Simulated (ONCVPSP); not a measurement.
**PBEsol ONCV dataset for technetium, scalar-relativistic all-electron reference.**

* Element: Tc
* Generator: ONCVPSP 4.0.1
* Type: optimised norm-conserving Vanderbilt (ONCV)
* Functional: PBEsol
* Relativity: scalar-relativistic
* Frozen core: [Ar] 3d10
* Valence charge: 15
* Reference configuration: 4s2 4p6 4d5 5s1.5 (charge +0.5)
* Partial waves: 4s+5s: rc 1.75 bohr, ncon 4, nbas 8, qcut 6.8 1/bohr, 2 projectors; 4p: rc 1.85 bohr, ncon 4, nbas 9, qcut 8.8 1/bohr, 1 projector; 4d: rc 2.10 bohr, ncon 4, nbas 9, qcut 8.6 1/bohr, 2 projectors, debl 0.6 Ha
* Local potential: polynomial inside 1.65 bohr (lpopt 5, dvloc0 0 Ha)
* Core correction: Teter function fitted to the true core (icmod 2), fcfact 0.15

Q: Estimate the cutoffs (Ha) at which the residual kinetic energy of the hardest occupied pseudo-wave falls to 1 and 0.1 mHa per electron.

A: 21 Ha and 25 Ha.

Q: What does a ghost test show?

A: Ghosts flagged at negative energy: s at -1127.8 eV, p at -13.2 eV; no localised positive-energy state flagged. A true bound ghost makes a file unfit for plane-wave use.

Q: Which valence shell sets the plane-wave cutoff?

A: 4d: 21 Ha for 1 mHa per electron, against 17 Ha for 4s.

Q: Tests: 4s2 4p6 4d5 5s2; 4s2 4p6 4d5 5s1; 4s2 4p6 4d5 5s0; 4s2 4p6 4d3 5s0. Which has the largest error in its energy relative to the reference configuration, and how large is it?

A: 4s2 4p6 4d3 5s0, with +180 meV (all-electron minus pseudo) on +90.43 eV.
